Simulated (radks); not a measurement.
Values are calculated unless marked as measured or tabulated.
Task: The mean radii <r> (bohr) of the occupied orbitals of an atom or ion are listed with their occupations. Level of theory: non-relativistic Kohn-Sham, r2SCAN, spin-polarised, spherical densities, point nucleus; meta-GGA in the generalised Kohn-Sham scheme (a radial shooting solver on a logarithmic mesh with Libxc functionals).

| orbital | occ. | <r> |
|---|---|---|
| 1s down | 1 | 0.07018 |
| 1s up | 1 | 0.07018 |
| 2s up | 1 | 0.3268 |
| 2s down | 1 | 0.3265 |
| 2p up | 3 | 0.2907 |
| 2p down | 3 | 0.2904 |
| 3s up | 1 | 1.014 |
| 3s down | 1 | 1.015 |
| 3p up | 3 | 1.089 |
| 3p down | 3 | 1.090 |
| 3d up | 2 | 1.563 |
| 4s up | 1 | 3.458 |
| 4s down | 1 | 3.736 |

Name the element and its charge. Open shells, if any, are filled with parallel spins first.

Result: Z = 22, titanium, charge 0: Ti in [Ar] 3d2 4s2. The 1s radius gives Z: for a bare nucleus <r> = 1.5/Z, 0.06818 bohr for Z = 22, and screening makes it slightly larger (0.07018 here). The occupations add up to 22, and the charge is Z minus that.
